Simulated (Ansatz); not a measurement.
Basis sets compared for B9P9H24, a nanocrystal cut from wurtzite BP (hydrogen-capped). The state is a singlet with charge 0. Geometry PBE-D4/def2-SVP. Ansatz on 2 threads of AMD EPYC 7R13 on a shared host and a share (18 GiB) of an NVIDIA H100 80GB HBM3; times are rough, and most runs start from earlier orbitals.

```xyz
42

B     3.155   -0.874   -2.105
P     1.579   -1.001   -3.270
P     2.424   -0.350   -0.363
B     1.547    1.400   -0.432
B    -0.138   -0.605   -2.426
P    -0.014    1.197   -1.648
P     0.823    1.934    1.308
B    -0.042    3.690    1.235
B    -1.717    1.648   -0.776
P    -1.535    3.439   -0.016
B     1.217   -1.711    0.363
P    -0.333   -1.806   -0.881
P     0.491   -1.200    2.109
B    -0.373    0.556    2.023
B    -2.045   -1.444    0.013
P    -1.866    0.382    0.720
B    -0.708   -2.570    2.835
P    -2.181   -2.656    1.540
H     3.887    0.006   -2.536
H     3.671   -1.980   -2.028
H     1.691   -0.178   -4.432
H     1.469   -2.278   -3.902
H     3.520   -0.234    0.547
H     2.303    2.253   -0.873
H    -1.084   -0.699   -3.190
H     0.142    2.106   -2.741
H     1.929    2.035    2.209
H     0.725    4.518    0.762
H    -0.499    3.981    2.332
H    -2.657    1.546   -1.547
H    -1.502    4.370   -1.100
H    -2.794    3.798    0.557
H     1.766   -2.801    0.418
H    -0.414   -3.135   -1.402
H     1.599   -1.078    3.004
H    -0.815    0.882    3.114
H    -2.984   -1.536   -0.760
H    -3.091    0.684    1.394
H    -0.144   -3.655    2.855
H    -1.159   -2.206    3.912
H    -2.384   -3.976    1.030
H    -3.457   -2.448    2.149
```

Single mean-field runs in def2-SVP, def2-TZVP are fitted with def2-universal-jkfit.

Binding counts from free atoms (B doublet, P quartet, H doublet) in the same basis, without a counterpoise term.

```json
{"level": "PBE-D4/def2-SVP", "functions": "408", "energy (Eh)": "-3307.7258", "HOMO (eV)": "-5.91", "LUMO (eV)": "-1.53", "binding per atom (eV)": "3.65", "wall time": "3.8 s"}
{"level": "PBE0-D4/def2-SVP", "functions": "408", "energy (Eh)": "-3308.0991", "HOMO (eV)": "-6.99", "LUMO (eV)": "-0.76", "binding per atom (eV)": "3.62", "wall time": "4.5 s"}
```

Question: Estimate the rows for PBE-D4/def2-TZVP, PBE0-D4/def2-TZVP.

Answer: 
```json
{"level": "PBE-D4/def2-TZVP", "functions": "756", "energy (Eh)": "-3309.0167", "HOMO (eV)": "-5.99", "LUMO (eV)": "-1.84", "binding per atom (eV)": "3.63", "wall time": "7.5 s"}
{"level": "PBE0-D4/def2-TZVP", "functions": "756", "energy (Eh)": "-3309.3701", "HOMO (eV)": "-7.01", "LUMO (eV)": "-1.05", "binding per atom (eV)": "3.61", "wall time": "5.5 s"}
```
